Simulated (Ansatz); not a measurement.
## One arrangement of a pair

The pair of K⁺ (SMILES [K+], atom 1) and F2 (SMILES FF, atoms 2–3), both closed shells, in one local arrangement (a lower one may exist), relaxed at PBE0-D4/def2-TZVP:

```csv
atom,x (Å),y (Å),z (Å)
K1,-0.0235,0.0383,-1.9755
F2,-0.3493,0.5683,1.0023
F3,0.3728,-0.6066,0.9732
```

Program: Ansatz 0.2.0. Basis: def2-TZVPPD, with def2-QZVPPD for the basis limit. Cores are frozen in the correlated methods. The outer core shell of Li, Na, Mg and K is correlated. The def2 sets are not built for correlating such inner shells, so the correlated values are less sure here. B3LYP uses VWN-RPA correlation. Extrapolation: Hartree–Fock as exp(−7.88 √X), correlation as X^−2.97. Interaction energies count from these two fragments, frozen as in the pair, with the counterpoise correction; negative means bound.

(1) What is the interaction energy by CCSD(T) at an estimated basis limit (MP2 extrapolated from triple and quadruple zeta, plus CCSD(T) − MP2 in triple zeta)? (To be estimated.)

The T1 diagnostic stays at or below 0.013. The restricted Hartree–Fock reference is unstable towards an unrestricted one at one or more of these structures.

Results:

(1) Computed: -2.54 kcal/mol. Hartree–Fock alone gives -1.30 kcal/mol at the basis limit. It counts from the two fragments frozen as in the pair.

The same quantity by other methods in triple zeta, and each one's difference from that estimate:
| method | E_int (kcal/mol) | difference |
| --- | --- | --- |
| PBE-D4 | -2.73 | -0.19 |
| revPBE-D4 | -2.32 | 0.22 |
| BLYP-D4 | -2.45 | 0.09 |
| r2SCAN-D4 | -2.66 | -0.12 |
| B97M-V | -2.64 | -0.10 |
| PBE0-D4 | -2.46 | 0.08 |
| B3LYP-D4 | -2.45 | 0.09 |
| HSE06-D4 | -2.47 | 0.07 |
| wB97X-V | -2.61 | -0.08 |
| wB97M-V | -2.58 | -0.04 |
| B2PLYP | -2.27 | 0.27 |
| HF | -1.34 | 1.19 |
| MP2 | -2.43 | 0.11 |
| CCSD | -2.22 | 0.31 |
| CCSD(T) | -2.35 | 0.19 |
Differences are method less estimate.

Basis-set superposition shift (counterpoise-corrected less uncorrected): CCSD(T) 0.50; MP2 0.45; HF 0.05; PBE0-D4 0.08; wB97M-V 0.07 kcal/mol.

For scale, one of the runs: CCSD(T)/def2-TZVPPD, 116 basis functions, launched by `ansatz run in.yaml --threads 2 --pin off --events-out ev --progress --plain --max-ram 5222MiB`. The run took about 4.2 s on 2 CPU threads of an Arm Neoverse V1 (shared host).
